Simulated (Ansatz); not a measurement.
Reaction (stannylene formation by 1,1-elimination): `[OH][Sn]([OH])([F])[F]` → `[F][Sn][F]` + `OO`

Calculated with Ansatz (gas phase, PBE0-D4/def2-TZVP geometries, no zero-point term in ΔE). CBS: MP2 limit from def2 TZ/QZ plus the TZ coupled-cluster correction, frozen cores. This one scheme is used for every species. Functionals use def2-TZVPP. Elements past krypton have def2 core potentials. For Sn outer-core shells are correlated without core-valence functions, which leaves a few kJ/mol of doubt a bond. Each species was taken in one conformer, which may not be the lowest.

Task: Is it downhill or uphill in electronic energy at CCSD(T)/CBS, and by how much? (Estimate.)

Result: The calculation gave: Uphill: ΔE = +333.6 kJ/mol.

Task: What do these levels give: LDA (SPW92), PBE-D4, ωB97M-V, LC-ωPBE, CCSD(T)/def2-TZVPP, SCS-MP2/def2-QZVPP? (Best estimate.)

Result: Computed: LDA (SPW92) 305.6, PBE-D4 280.0, ωB97M-V 310.5, LC-ωPBE 329.0, CCSD(T)/def2-TZVPP 327.4, SCS-MP2/def2-QZVPP 336.4 kJ/mol.

Largest T1 diagnostic among the species: 0.017.

Leaving LDA and LC-ωPBE aside and taking each functional with its dispersion term where it has one, the values, not all of them listed here, spread over 77.5 kJ/mol, from BLYP-D4 to PBE-QIDH. LDA lies +32.4 kJ/mol from PBE without D4. From PBE to PBE0 (25 % exact exchange), in def2-TZVPP and without D4, ΔE moves by +27.5 kJ/mol. The D4 term adds +10.8 kJ/mol with B3LYP and +5.8 kJ/mol with PBE0; it sums over pairs of atoms, weighted by their polarisabilities, and B3LYP, whose exchange is more repulsive, gets the larger term.

B3LYP here is the variant with VWN-RPA as its local correlation; programs differ in this.
